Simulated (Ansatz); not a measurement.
Several settings on one geometry of Li₇H₇⁺ (the lowest doublet isomer of a short search) (that of the charge 1 doublet, PBE-D4/def2-TZVP). Ansatz on 4 threads of Intel Xeon on a shared host; times are rough.

```tsv
atom	x (Å)	y (Å)	z (Å)
Li1	-0.708	-1.588	-1.214
Li2	-0.667	1.756	-0.400
Li3	-2.165	-0.949	0.772
Li4	2.578	-1.715	-0.208
Li5	-0.287	-2.968	0.883
Li6	0.728	-0.137	0.628
Li7	2.577	1.578	0.449
H8	-2.083	3.248	-0.670
H9	2.665	-0.138	0.403
H10	0.846	-2.033	-0.285
H11	-1.552	3.601	-0.261
H12	-1.082	0.040	-0.393
H13	-1.726	-2.470	-0.011
H14	0.877	1.776	0.307
```

Totals from different functionals, basis sets or treatments of relativity can't be compared as stabilities.

LC-ωPBE has ω = 0.4 bohr⁻¹.

(1) Give the basis size and estimate the energy, ⟨S²⟩ and time of these runs.

| run | method | charge | state | further keys |
| --- | --- | --- | --- | --- |
| 1 | UKS ωB97X-V/def2-TZVP | 1 | doublet | point_charges: [{charge: -1.00, position_ang: [5.968, -0.592, -0.569]}]; scf: {lower_state_search: light} |
| 2 | UKS B97/def2-TZVP | 1 | doublet | scf: {omitted_lower_state_checks: [starts]}; forces asked |
| 3 | UKS LC-ωPBE/def2-TZVP | 1 | doublet | nuclear_model: gaussian; pseudopotentials: {relativity: none}; scf: {omitted_lower_state_checks: [starts]}; forces asked |

Answers

(1) 
```json
{"run": "1", "functions": "140", "energy (Eh)": "-56.8077", "⟨S²⟩": "0.75", "wall time": "29 s"}
{"run": "2", "functions": "140", "energy (Eh)": "-56.7563", "⟨S²⟩": "0.75", "wall time": "18 s"}
{"run": "3", "functions": "140", "energy (Eh)": "-56.6557", "⟨S²⟩": "0.75", "wall time": "6 s"}
```
